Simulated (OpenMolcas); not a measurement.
**Nb4+: moving or changing the point charges**

Nb4+ among 5 point charges of -1.5 e arranged as a trigonal bipyramid (D3h), 1.98 Å from the ion, with the axial distance 1.762 Å.

| Property | Result |
| --- | --- |
| Program | OpenMolcas |
| Method | SS-CASPT2, IPEA 0.25 Eh, imaginary shift 0.1 Eh (closed shells correlated: 4s 4p) |
| Basis | ANO-RCC-VDZP [6s5p3d1f] |
| Scalar Hamiltonian | DKH2, point nucleus |
| Active space | 1 electron in 5 orbitals (4d) |
| State averaging | 2S+1 = 2 even, 5 roots |
| Spin-orbit coupling | RASSI with atomic mean-field integrals over the reference wave functions |

Runs around this geometry, states (labels of D3, the rotations of D3h). Energies in cm-1 above the lowest state or level, χT in cm3 K/mol.

```tsv
R (Å)	q (e)	Axial / equatorial distance	Ground state	First state of that spin	First gap with spin-orbit (degeneracies)	χT at 300 K
1.98	-0.75	0.89	2E	2E 1370	1620 (2, 2)	0.205
1.98	-1.5	0.89	2E	2E 3310	1440 (2, 2)	0.192
2.2	-1.5	0.89	2E	2E 3140	1520 (2, 2)	0.196
1.98	-1.5	0.96	2E	2E 730	1240 (2, 2)	0.207
```

Taking the first state of the same spin as R^-n, n = -ln(3140 / 3310) / ln(2.2 / 1.98) = 0.5 between the shortest and longest distance.

Scaling the charges by -0.75 / -1.5 = 0.50 scales the first state of the same spin by 1370 / 3310 = 0.41; with fixed orbitals a first-order splitting would follow the charge.

Roots that are degenerate in the reference are averaged as groups; the widest CASPT2 spread within a group is 130 cm-1 (the 2-fold group of multiplicity 2 near 0 cm-1 above the lowest state of its run, R = 1.98, q = -0.75, ratio = 0.89). Shifts and gaps below about the spread of the groups concerned are not significant. An orbital doublet at a regular site is open to a Jahn-Teller distortion, which this geometry leaves out. Free-ion shares, where given, are those of the reference states; single-state CASPT2 does not remix them. This is an electrostatic model: the charges have no orbitals. No measured value stands beside these numbers.
